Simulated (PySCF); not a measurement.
# A thermochemical cycle for CaTe

MP2 in PySCF with def2-SVP on every atom (core potentials on Te), for the lowest determinant that a PBE0 search found; no spin–orbit coupling. CaTe, a singlet (closed shell), has De = 1.82 eV to neutral atoms, and CaTe⁺, a doublet (π ↑), has De = 1.59 eV to Ca⁺ + Te.

At the same level the Ca atom ionises at 5.81 eV.

Q: What is the adiabatic ionisation energy of the molecule, and does ionisation strengthen or weaken the bond?

A: IE = IE(Ca) + De(neutral) − De(ion) = 5.81 + 1.82 − 1.59 = 6.04 eV. De changes by -0.23 eV, so ionisation weakens the bond.

Correlated steps freeze 9 core orbitals. Correlated levels converge slowly with the basis: in double zeta they bind strong bonds too weakly, by up to about 1 eV, and carry superposition errors of some tenths. Spin–orbit coupling is left out, which matters for elements this heavy, above all for dissociation energies. For an ion De counts to the pair picked by the measured ionisation energies or electron affinities, which need not be the lowest pair at this level. Where the molecule has an RHF reference, its open-shell atoms are computed with UHF. States were picked by a PBE0 search and need not be the measured ground states.
